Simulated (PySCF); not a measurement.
The second ionisation energy along the alkaline earths

Calculated with PySCF 2.14 from differences of total energies of unrestricted determinants, without spin-orbit coupling. Values in eV. The last column holds reference values (NIST; (s) semi-empirical, (t) theoretical, else measured). Unmarked ones compare directly (S terms, centres of terms, or small fine structure); those marked * lie between the lowest fine-structure levels and include a spin-orbit shift.

| element | configurations | UHF | PBE | PBE0 | r2SCAN | MP2 (valence and next inner shell) | SCS-MP2 (valence and next inner shell) | reference |
| --- | --- | --- | --- | --- | --- | --- | --- | --- |
| Be (aug-cc-pCVQZ-DK, spin-free X2C) | [He] 2s1 → 1s2 | 18.130 | 18.497 | 18.458 | 18.188 | 18.199 | 18.192 | 18.211 |
| Mg (aug-cc-pCVQZ-DK, spin-free X2C) | [Ne] 3s1 → [Ne] | 14.745 | 15.359 | 15.254 | 15.043 | 14.992 | 14.940 | 15.035 |
| Ca (aug-cc-pwCVQZ-X2C, spin-free X2C) | [Ar] 4s1 → [Ar] | 11.357 | 12.032 | 11.918 | 11.712 | 11.849 | 11.757 | 11.872 |

```csv
method,elements,mean error (eV),mean absolute error (eV),largest error (eV)
UHF,3,-0.295,0.295,-0.515
PBE,3,0.257,0.257,0.324
PBE0,3,0.171,0.171,0.247
r2SCAN,3,-0.058,0.064,-0.160
MP2 (valence and next inner shell),3,-0.026,0.026,-0.044
SCS-MP2 (valence and next inner shell),3,-0.076,0.076,-0.115
```

Errors include the incompleteness of the basis and the frozen core.

"Valence" correlates the outer s and p shells and, in groups 3 to 12 and the f block, the outer d or f shell, open or full, or the next shell where the ion has no valence electron left; the wider scheme adds the next inner shell.
